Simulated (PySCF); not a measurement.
Spectra and structures to be paired. Computed, not measured: TDDFT CAM-B3LYP/def2-SVPD, vertical, gas phase, core orbitals frozen in the response in PySCF 2.14.0, density-fitted response routines. Geometries: GFN2-xTB; one conformer of each isolated species. Triplets are in the Tamm–Dancoff approximation.

A. `F/C([SiH3])=C\C[SiH2]S`
B. `[SiH3][SiH2]C[SiH2]S[SiH3]`
C. `C=C[Si@@H](Cl)[SiH2]C#N`

Lowest singlet levels (six at most, fewer where fewer were computed) with oscillator strengths:

1. 6.05 eV (f 0.020); 6.47 eV (f 0.001); 6.49 eV (f 0.013); 6.79 eV (f 0.029); 7.22 eV (f 0.006); 7.30 eV (f 0.021); T1 5.69 eV
2. 6.27 eV (f 0.014); 6.48 eV (f 0.067); 6.75 eV (f 0.084); 6.82 eV (f 0.071); 6.96 eV (f 0.039); 7.16 eV (f 0.007); T1 4.25 eV
3. 6.07 eV (f 0.021); 6.12 eV (f 0.273); 6.44 eV (f 0.005); 6.60 eV (f 0.494); 6.95 eV (f 0.001); 7.08 eV (f 0.009); T1 4.08 eV

Problem. Which spectrum belongs to which structure?

Solution. 1 = B, 2 = C, 3 = A.
- A: S1 at 6.07 eV, HOMO→LUMO+1 (48%), HOMO-1→LUMO+1 (28%); Löwdin shares by element: HOMO carbon 42%, sulfur 32% (atoms not listed hold the other 26%); LUMO carbon 41% or more, sulfur 12%, silicon 10% or more (atoms not listed hold the other 38%); HOMO -8.40 and LUMO 0.54 eV.
- B: S1 at 6.05 eV, HOMO→LUMO+1 (93%); Löwdin shares by element: HOMO sulfur 69%, silicon 17% or more; LUMO (one of a set within 0.03 eV) silicon 36% or more, carbon 9% (atoms not listed hold the other 54%); HOMO -8.52 and LUMO 0.68 eV.
- C: S1 at 6.27 eV, HOMO→LUMO (78%), HOMO→LUMO+1 (9%); Löwdin shares by element: HOMO carbon 50% or more, silicon 23% (atoms not listed hold the other 28%); LUMO silicon 41%, chlorine 14%, carbon 11% or more (atoms not listed hold the other 34%); HOMO -9.61 and LUMO -0.18 eV.
A and B have S1 within 0.02 eV of each other; their strongest listed levels stand at 6.60 eV (f 0.494) and 6.79 eV (f 0.029).

Without π bonds the low states are Rydberg-like; a valence basis with one diffuse set may place them up to an eV too high.
